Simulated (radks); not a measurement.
Values are calculated unless marked as measured or tabulated.
Task: Species: Al+. Configuration: [Ne] 3s2. Code: a radial shooting solver on a logarithmic mesh with Libxc functionals. Model: Dirac Kohn-Sham, PBE, spin-unpolarised, spherical densities, point nucleus. Some entries of the table are withheld. Estimate them.

orbital,occ.,eigenvalue (eV),<r> (bohr)
1s1/2,2,-1519.534,0.1202
2s1/2,2,-116.4940,(1)
2p1/2,2,(2),(3)
2p3/2,4,(4),(5)
3s1/2,2,-14.8100,2.377

Result: 
(1) 2s1/2 <r> (bohr): 0.6257
(2) 2p1/2 eigenvalue (eV): -78.2776
(3) 2p1/2 <r> (bohr): 0.6015
(4) 2p3/2 eigenvalue (eV): -77.8357
(5) 2p3/2 <r> (bohr): 0.6037
